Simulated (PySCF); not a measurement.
Borazine, SMILES B1NBNBN1 (H6B3N3) (B3LYP/def2-SVP optimised geometry):

```
12

B     -0.872    -1.270     0.000
N     -1.527     0.002     0.000
B     -0.812     1.241    -0.001
N      0.617     1.172    -0.001
B      1.332    -0.067    -0.001
N      0.559    -1.270     0.000
H     -1.500    -2.301     0.000
H     -2.540     0.026     0.000
H     -1.390     2.301    -0.001
H      1.145     2.037    -0.002
H      2.540    -0.095    -0.002
H      1.044    -2.159     0.000
```

Computed with PySCF with B3LYP/def2-TZVP.

Question: What are the frontier orbital energies and the dipole moment?

Answer: HOMO-2 -8.95 eV, HOMO-1 -7.88 eV, HOMO -7.88 eV, LUMO 0.11 eV, LUMO+1 0.11 eV; dipole moment 0.00 D.

On the same geometry PBE/def2-TZVP in PySCF gives HOMO-2 -7.69 eV, HOMO-1 -6.90 eV, HOMO -6.90 eV, LUMO -0.66 eV, LUMO+1 -0.66 eV; dipole moment 0.00 D.

Meta-Löwdin charges at B3LYP/def2-TZVP: B1 0.12, N2 -0.35, B3 0.12, N4 -0.35, B5 0.12, N6 -0.35, H7 -0.01, H8 0.24, H9 -0.01, H10 0.24, H11 -0.01, H12 0.24.
